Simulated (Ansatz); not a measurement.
A CCSD(T) single point on `C[Si@H]1[SiH2][C@H]1Cl`.

```yaml
crystal:
  periodic: [false, false, false]
  atoms:
    - {symbol: C, position_ang: [-1.536403, -0.436661, 0.897943]}
    - {symbol: Si, position_ang: [0.199339, 0.109642, 0.541058]}
    - {symbol: Si, position_ang: [1.712787, -0.776754, -1.297673]}
    - {symbol: C, position_ang: [0.560850, 0.791380, -1.134785]}
    - {symbol: Cl, position_ang: [-0.832329, 0.829316, -2.246637]}
    - {symbol: H, position_ang: [-1.937433, -0.990267, 0.047523]}
    - {symbol: H, position_ang: [-1.573639, -1.069234, 1.786892]}
    - {symbol: H, position_ang: [-2.171864, 0.436800, 1.064125]}
    - {symbol: H, position_ang: [0.908987, 0.728342, 1.682123]}
    - {symbol: H, position_ang: [2.723989, -0.123365, -0.354354]}
    - {symbol: H, position_ang: [0.937012, -1.295152, 0.224258]}
    - {symbol: H, position_ang: [1.085506, 1.740655, -1.176571]}
basis:
  gaussian: {orbitals: def2-TZVPP}
correlation: {method: ccsd_t}
```

```sh
$ ansatz run in.yaml --threads 4 --pin off --events-out ev --progress --plain --max-ram 10444MiB
```

Log, shortened:

```
Functional definition: HF
1645 factors; integrals over basis functions are off by at most 1.1e-3 eV
mean field evaluation 1: about -30396.5624 eV, gradient 3.0e1 eV
mean field evaluation 2: about -30396.9394 eV, gradient 3.0e1 eV
mean field evaluation 4: about -30399.9035 eV, gradient 4.2e0 eV
mean field evaluation 8: about -30399.9777 eV, gradient 3.3e-1 eV
mean field evaluation 16: about -30399.9787 eV, gradient 2.1e-6 eV
mean field -30399.97865885 eV, -1117.1786098669 hartree, gradient 2.1e-6 eV, S^2 0.000000; 0 other end points of the search recorded, 0 dependent functions left out
17 core orbitals not correlated: weight in the atoms' cores, before any rotation towards them, 1.000 or more for the frozen orbitals, at most 0.000 for the correlated occupied ones
reference -30399.97865885 eV, -1117.1786098669 hartree; 15, 15 occupied and 254, 254 virtual orbitals, 1645 factors
second order -21.29589218 eV of doubles, -0.00000000 eV of singles
cycle   1  -22.37187789 eV  change    -1.1e0 eV  update   1.1e-1
cycle   2  -22.99348941 eV  change   -6.2e-1 eV  update   3.4e-2
cycle   3  -23.09732264 eV  change   -1.0e-1 eV  update   1.6e-2
cycle   4  -23.08586539 eV  change    1.1e-2 eV  update   4.9e-3
cycle   5  -23.08439208 eV  change    1.5e-3 eV  update   2.3e-3
cycle   6  -23.08417090 eV  change    2.2e-4 eV  update   8.4e-4
cycle   7  -23.08404859 eV  change    1.2e-4 eV  update   3.6e-4
cycle   8  -23.08414753 eV  change   -9.9e-5 eV  update   1.4e-4
cycle   9  -23.08416323 eV  change   -1.6e-5 eV  update   5.6e-5
cycle  10  -23.08412657 eV  change    3.7e-5 eV  update   2.4e-5
perturbative correction -1.03403574 eV, -0.0380001124 hartree
Total energy: -30424.09682116 eV, -1118.0649359840 hartree
```

It took 4.4 min on 4 threads of an Arm Neoverse V1 on a shared host, with 7.9 GiB of host memory at the peak.

The correlation energy is -24.118 eV, 4.3 % of it from (T); the T1 diagnostic reads 0.0137.
